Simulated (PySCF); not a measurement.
BGe₂H₇. Atoms are numbered in the order given.

```xyz
10

B      0.0000     0.0000     0.9233
Ge     1.8096    -0.0026    -0.0731
H      2.9376    -0.7481     0.6743
H      2.2451     1.4806    -0.2012
H      1.7147    -0.5692    -1.5068
Ge    -1.8096     0.0026    -0.0731
H     -2.2451    -1.4806    -0.2012
H     -1.7147     0.5692    -1.5068
H     -2.9376     0.7481     0.6743
H      0.0000     0.0000     2.1293
```
Charge 0, spin multiplicity 1.

Geometry optimised at B3LYP-D3(BJ)/def2-SVP. The structure was generated by enumeration, and PubChem lists no compound with its InChIKey, so it may never have been made.

The numbers are results of HF/def2-TZVP (PySCF), not measurements.

Symmetry labels are those of the subgroup C2 that the program uses (full group C2).

Computed valence orbital energies around the gap with their symmetry:
```tsv
orbital	symmetry	energy (eV)
HOMO−7	B	-19.57
HOMO−6	A	-17.00
HOMO−5	A	-13.30
HOMO−4	B	-12.82
HOMO−3	B	-12.62
HOMO−2	A	-12.62
HOMO−1	A	-11.84
HOMO	B	-10.50
LUMO	B	0.72
LUMO+1	A	3.21
LUMO+2	B	3.86
LUMO+3	A	3.96
```
